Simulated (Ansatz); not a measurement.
Relaxation of Cu₃H₂⁺ with RKS B3LYP-D4/def2-TZVP.

```sh
$ ansatz run in.yaml --threads 4 --pin off --events-out ev --progress --plain --max-ram 3916MiB
```

```yaml
crystal:
  periodic: [false, false, false]
  atoms:
    - {symbol: Cu, position_ang: [0.666150, 0.642600, -0.042140]}
    - {symbol: Cu, position_ang: [0.183910, -1.664280, 0.149440]}
    - {symbol: Cu, position_ang: [-1.663170, 0.234090, -0.054970]}
    - {symbol: H, position_ang: [1.462330, -0.692100, 0.090390]}
    - {symbol: H, position_ang: [-0.649220, 1.479690, -0.142720]}
basis:
  gaussian: {orbitals: def2-TZVP}
total_charge: 1
hamiltonian: {xc: {name: B3LYP}, dispersion: d4}
scf: {lower_state_search: "off"}
output: {orbitals: {seedname: orbitals}}
relax: {f_tol: 0.02, max_steps: 100}
```

It took 48 s on 4 threads of Arm Neoverse V2 on a shared host.

Positions (Å) and forces (eV/Å) at steps 1, 2, 3, 4, 5, 6, 7, 10, 13, 14, 16, 17, 18 of 18:

```xyz
5
step=1 energy=-133953.2996 eV
Cu    0.666    0.643   -0.042    0.186    0.211   -0.015
Cu    0.184   -1.664    0.149    0.169   -0.596    0.056
Cu   -1.663    0.234   -0.055   -0.583    0.196   -0.029
H     1.462   -0.692    0.090    0.506   -0.305    0.037
H    -0.649    1.480   -0.143   -0.278    0.493   -0.048
5
step=2 energy=-133953.3951 eV
Cu    0.646    0.624   -0.041    0.060    0.075   -0.006
Cu    0.231   -1.714    0.155    0.220   -0.347    0.035
Cu   -1.712    0.283   -0.060   -0.337    0.235   -0.028
H     1.503   -0.712    0.093    0.182   -0.137    0.016
H    -0.668    1.520   -0.147   -0.125    0.174   -0.018
5
step=3 energy=-133953.5309 eV
Cu    0.570    0.550   -0.036    0.049    0.051   -0.003
Cu    0.388   -1.838    0.169    0.236   -0.204    0.023
Cu   -1.831    0.443   -0.077   -0.199    0.242   -0.025
H     1.545   -0.718    0.095    0.004   -0.092    0.008
H    -0.672    1.562   -0.150   -0.090    0.003   -0.002
5
step=4 energy=-133953.6329 eV
Cu    0.512    0.495   -0.033   -0.094   -0.090    0.006
Cu    0.543   -1.954    0.182    0.239    0.000    0.005
Cu   -1.943    0.601   -0.093    0.008    0.239   -0.021
H     1.563   -0.721    0.095   -0.064   -0.087    0.006
H    -0.675    1.579   -0.152   -0.089   -0.062    0.004
5
step=5 energy=-133953.7061 eV
Cu    0.430    0.416   -0.028   -0.070   -0.070    0.005
Cu    0.706   -2.054    0.194    0.202    0.102   -0.005
Cu   -2.038    0.767   -0.109    0.108    0.198   -0.015
H     1.576   -0.721    0.096   -0.143   -0.091    0.005
H    -0.674    1.592   -0.153   -0.097   -0.139    0.010
5
step=6 energy=-133953.7453 eV
Cu    0.342    0.331   -0.022   -0.041   -0.042    0.003
Cu    0.877   -2.145    0.206    0.153    0.241   -0.018
Cu   -2.125    0.940   -0.126    0.245    0.145   -0.008
H     1.579   -0.720    0.096   -0.220   -0.129    0.007
H    -0.673    1.595   -0.153   -0.137   -0.214    0.016
5
step=7 energy=-133953.7567 eV
Cu    0.268    0.259   -0.017   -0.032   -0.029    0.002
Cu    1.029   -2.162    0.210   -0.105   -0.342    0.028
Cu   -2.137    1.092   -0.140   -0.346   -0.094    0.001
H     1.528   -0.733    0.096    0.142    0.336   -0.026
H    -0.688    1.545   -0.149    0.342    0.129   -0.004
5
step=10 energy=-133953.7703 eV
Cu    0.248    0.239   -0.016   -0.001   -0.001    0.001
Cu    1.041   -2.181    0.231    0.000    0.001    0.001
Cu   -2.156    1.103   -0.160    0.001    0.000   -0.001
H     1.537   -0.717    0.067    0.000   -0.001   -0.002
H    -0.670    1.555   -0.122   -0.001    0.000    0.001
5
step=13 energy=-133953.7709 eV
Cu    0.236    0.228   -0.013    0.020    0.011   -0.006
Cu    1.057   -2.178    0.286    0.012    0.043   -0.003
Cu   -2.156    1.116   -0.216    0.041    0.009    0.000
H     1.534   -0.724   -0.013   -0.032   -0.039    0.004
H    -0.671    1.557   -0.044   -0.040   -0.025    0.005
5
step=14 energy=-133953.7689 eV rejected
Cu    0.257    0.248   -0.019    0.012    0.003    0.003
Cu    1.045   -2.151    0.393    0.075    0.218   -0.074
Cu   -2.139    1.097   -0.322    0.224    0.069    0.053
H     1.524   -0.749   -0.168   -0.146   -0.154    0.074
H    -0.687    1.555    0.116   -0.165   -0.135   -0.057
5
step=16 energy=-133953.7761 eV
Cu    0.257    0.248   -0.018   -0.013   -0.012    0.005
Cu    1.059   -2.142    0.402    0.032    0.092   -0.025
Cu   -2.128    1.109   -0.332    0.092    0.030    0.016
H     1.506   -0.757   -0.181   -0.049   -0.061    0.021
H    -0.694    1.541    0.130   -0.062   -0.050   -0.016
5
step=17 energy=-133953.7780 eV
Cu    0.254    0.245   -0.021   -0.018   -0.005    0.012
Cu    1.081   -2.125    0.449    0.043    0.132   -0.053
Cu   -2.114    1.127   -0.382    0.140    0.045    0.042
H     1.485   -0.772   -0.247   -0.069   -0.091    0.049
H    -0.706    1.525    0.201   -0.095   -0.081   -0.050
5
step=18 energy=-133953.7917 eV
Cu    0.201    0.194   -0.013   -0.004   -0.004    0.000
Cu    1.231   -2.057    0.562    0.014   -0.002    0.006
Cu   -2.049    1.267   -0.509   -0.002    0.013   -0.007
H     1.378   -0.835   -0.396   -0.001   -0.008   -0.006
H    -0.761    1.430    0.356   -0.006    0.000    0.007
```

The structure comes from a short search, and lower isomers may exist.
